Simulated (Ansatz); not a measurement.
`[OH][Zr]([OH])([Cl])[Cl]` + HCl → `[OH][Zr]([Cl])([Cl])[Cl]` + H₂O at 298.15 K and 1 bar (ligand exchange at a Zr–O bond).

Isolated molecules relaxed with PBE0-D4/def2-TZVP in Ansatz; ΔE leaves out vibrations. CBS: MP2 limit from def2 TZ/QZ plus the TZ coupled-cluster correction, frozen cores. This one scheme is used for every species. def2 core potentials past Kr. For Zr outer-core shells are correlated without core-valence functions, which leaves a few kJ/mol of doubt a bond. One conformer a species, not always the lowest.

| species | CCSD(T)/CBS energy (Eh) | H − E (kJ/mol) | S (J/(mol·K)) |
| --- | --- | --- | --- |
| `[OH][Zr]([OH])([Cl])[Cl]` | -1118.39019 | 97.4 | 391.9 |
| HCl | -460.38127 | 26.6 | 186.8 |
| `[OH][Zr]([Cl])([Cl])[Cl]` | -1502.40323 | 66.5 | 383.7 |
| H₂O | -76.37941 | 66.4 | 188.7 |

H − E and S are ideal-gas, rigid-rotor, harmonic terms from PBE0-D4/def2-TZVP, for one conformer and one mirror image of each species. 1 Eh = 2625.50 kJ/mol, R = 8.31446 J/(mol·K).

Task: By hand: ΔE, ΔH, ΔS and ΔG.

Result: ΔE = (-1502.40323) + (-76.37941) − (-1118.39019) − (-460.38127) = -0.01118 Eh = -29.4 kJ/mol. Δ(H − E) = 66.5 + 66.4 − 97.4 − 26.6 = 8.9, so ΔH = -20.5 kJ/mol. ΔS = 383.7 + 188.7 − 391.9 − 186.8 = -6.3 J/(mol·K). ΔG = -20.5 − 298.15 × (-6.3)/1000 = -18.6 kJ/mol.

Task: By hand: the equilibrium constant, and the temperature at which ΔG would vanish if ΔH and ΔS stayed fixed.

Result: log₁₀ K = −ΔG/(RT ln 10) = 3.3. ΔG = 0 at ΔH/ΔS = 3254 K, far beyond where these terms or the molecules hold.

The number of gas molecules stays the same, so ΔS is small and ΔH decides. A doubt of 5 kJ/mol in ΔE shifts log₁₀ K by 0.9 here. Other conformers and mirror images would add mixing entropy, several J/(mol·K) or more a flexible species. These are equilibria of isolated gas molecules and say nothing of rates. Largest T1 diagnostic: 0.016 (customary marks: 0.02 for closed shells, 0.045 for open ones).
